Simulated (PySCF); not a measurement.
C2H3BrF2, SMILES FC(CBr)F. Geometry: PBE0-D3(BJ)/def2-SVP. One conformer was computed; it need not be the lowest.

Level of theory: PySCF with PBE0-D3(BJ)/def2-SVP.

Harmonic wavenumbers (cm⁻¹): 101, 180, 335, 462, 570, 739, 864, 1029, 1143, 1169, 1226, 1250, 1394, 1427, 1446, 3102, 3127, 3211. Rotational constants (GHz): 9.051, 1.384, 1.246; symmetry number 1.

Q: Work out the zero-point energy and the ideal-gas rigid-rotor harmonic-oscillator thermochemistry at 298.15 K and 1 atm.

A: ZPE = ½ Σ hcν = ½ × 22775 cm⁻¹ = 136.22 kJ/mol. H − E(el) = 152.49 kJ/mol. Entropy in J/(mol K): translation 170.81, rotation 114.74, vibration 37.64, total 323.19. G − E(el) = 56.13 kJ/mol. Cp = 77.75 J/(mol K). Modes under 150 cm⁻¹ make the vibrational entropy uncertain.
